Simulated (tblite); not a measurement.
**Question.** What does the GFN2-xTB structure of `C[C@H]1[CH]OC(O)=C1Cl` [radical] look like in three dimensions? (Doublet state.)

**Answer.** 
Z-matrix in Å and degrees, rows numbered from 1:
```
C 
C   1  1.5439
C   2  1.4907  1  113.90
O   3  1.3695  2  111.71  1   114.41
C   4  1.3445  3  107.48  2     5.70
O   5  1.3415  4  116.86  3   176.84
C   5  1.3484  4  112.28  3    -2.66
Cl  7  1.7211  2  124.97  1    61.52
H   1  1.0869  2  110.17  3   -55.70
H   1  1.0860  2  109.75  3    64.39
H   1  1.0869  2  109.79  3  -175.70
H   2  1.1008  1  107.06  3  -124.53
H   3  1.0700  2  127.44  1   -39.44
H   6  0.9662  5  108.73  4  -179.88
```

C5 (carbon bonded to C and 2 O) is planar (angles 130.9°, 116.9° and 112.3°, sum 360.0°, 0.00 Å off the plane of its three neighbours). The C–C distances run from 1.348 Å (C5=C7, drawn double) to 1.544 Å (C1–C2, drawn single), a spread of 0.196 Å. Of the pairs four or more bonds apart, Cl8···H14 is among the closest relative to their van der Waals radii: 2.77 Å, 94 % of the sum of Bondi's values. C3 (carbon bonded to C, O and H) has angles 127.4°, 115.9° and 111.7°, sum 355.1°, 0.16 Å off the plane of its three neighbours.

The geometry is computed with GFN2-xTB (gas phase). This method treats the open shell by occupation alone, without spin polarisation.

Point group: C1 (no symmetry element, even within 0.4 Å). Its GFN2-xTB frequencies are all real (lowest 106 cm⁻¹). Torsions: O4–C5–O6–H 180°. 2 starts were optimised and ended at 0.00 and 0.22 kcal/mol (GFN2-xTB); the lowest of these is shown.

One conformer stands for the species.
